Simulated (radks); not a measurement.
Problem. The mean radii <r> (bohr) of the occupied orbitals of an atom or ion are listed with their occupations. Calculated with a radial shooting solver on a logarithmic mesh with Libxc functionals: scalar-relativistic Kohn-Sham, PBE, spin-unpolarised, spherical densities, point nucleus.

orbital  occ.      <r>
1s          2  0.02142
2s          2  0.08720

Name the element and its charge.

Solution. Z = 65, terbium, charge +61: Tb61+ in [He] 2s2. The 1s radius gives Z: for a bare nucleus <r> = (2 gamma + 1)/(2Z) with gamma = sqrt(1 - (Z/c)^2), 0.02124 bohr for Z = 65, and screening makes it slightly larger (0.02142 here). The occupations add up to 4, and the charge is Z minus that.
